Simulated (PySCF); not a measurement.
Geometry:
```csv
atom,x (Å),y (Å),z (Å)
C1,-2.242,2.171,0.059
N2,-1.588,1.208,-0.428
Si3,-0.966,-0.138,0.525
C4,-1.639,-1.720,-0.200
C5,0.859,-0.109,0.424
C6,2.077,-0.113,0.362
C7,3.526,-0.112,0.287
H8,-2.487,2.284,1.139
H9,-2.618,2.983,-0.592
H10,-1.371,0.010,1.965
H11,-1.384,-1.778,-1.269
H12,-1.208,-2.595,0.309
H13,-2.734,-1.760,-0.100
H14,3.914,-1.131,0.129
H15,3.874,0.515,-0.548
H16,3.970,0.280,1.215
```

[PySCF 2.14.0 with density-fitted response routines: geometry: PBE0-D3(BJ)/def2-SVP; NMR shieldings at KT3/pcSseg-1/GIAO; isolated molecule; single conformer; non-relativistic Hamiltonian; rapidly exchanging positions averaged]

Scale: $^{13}$C (182.31 ppm) and $^{1}$H (31.32 ppm) and $^{29}$Si (365.51 ppm) against TMS; $^{15}$N (262.01 ppm) vs NH3 (reference shieldings calculated alike).

```csv
atoms,nucleus,count,δ (ppm)
C6,$^{13}$C,1,?
H14/H15/H16,$^{1}$H,3,2.04
H10,$^{1}$H,1,4.56
C1,$^{13}$C,1,158.9
C4,$^{13}$C,1,0.1
H11/H12/H13,$^{1}$H,3,0.40
C5,$^{13}$C,1,74.2
C7,$^{13}$C,1,?
Si3,$^{29}$Si,1,-28.3
H8,$^{1}$H,1,?
H9,$^{1}$H,1,?
N2,$^{15}$N,1,389.8
```

Task: Complete the table.

Result: 
- C6: 101.5 ppm, alkyne carbon; the triple bond shields along its axis, which puts it between sp3 and sp2 carbons
- C7: 7.4 ppm, propargylic methyl carbon; a saturated carbon with 1 carbon neighbour and no heteroatom attached
- H8: 8.41 ppm, hydrogen on a C=N carbon
- H9: 8.25 ppm, hydrogen on a C=N carbon

Shifts are as computed, not scaled to solution data. Of 1211 compounds with measured shifts, 218 miss one by over three times the rms of a fit or turn the order of signals round; such compounds aren't used in these exercises. Experimental scales use liquid or dissolved standards, which lie at an offset from isolated NH3 (liquid NH3: subtract about 20 ppm). Unscaled 15N shifts of sp2 nitrogen come out 20 to 40 ppm too high even then.
